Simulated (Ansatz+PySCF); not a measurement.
The numbers below are computed, except where a source is named.
## H2CO + H2 → CH3OH

H2CO (charge 0, multiplicity 1):
```tsv
atom	x (Å)	y (Å)	z (Å)
C	0.0000	0.0000	-0.5228
O	0.0000	0.0000	0.6733
H	0.0000	-0.9444	-1.1247
H	0.0000	0.9444	-1.1247
```

H2 (charge 0, multiplicity 1):
```xyz
2

H     0.0000    0.0000   -0.3804
H     0.0000    0.0000    0.3804
```

CH3OH (charge 0, multiplicity 1):
```xyz
6

C     0.0000   -0.0296   -0.6489
O     0.0000   -0.0656    0.7479
H     0.0000   -1.0687   -1.0110
H    -0.8949    0.4658   -1.0751
H     0.8949    0.4658   -1.0751
H     0.0000    0.8400    1.0713
```

Shapes relaxed with PBE0/def2-SVP. Single points in def2-SVP with Ansatz (development build ahead of 0.2.0), no zero-point energy. Correlated methods freeze no orbital on H to Be, one on B to Mg, five on Al to Zn, nine on Ga to Sr.

```
              method  reaction energy
   CCSD (restricted)        -1.155 eV
CCSD(T) (restricted)        -1.095 eV
     HF (restricted)        -1.266 eV
    MP2 (restricted)        -1.133 eV
   PBE0 (restricted)        -1.389 eV
 r2SCAN (restricted)        -1.287 eV
  wB97X (restricted)        -1.367 eV
```

Task: What does PBE (restricted) give?

Result: -1.198 eV.
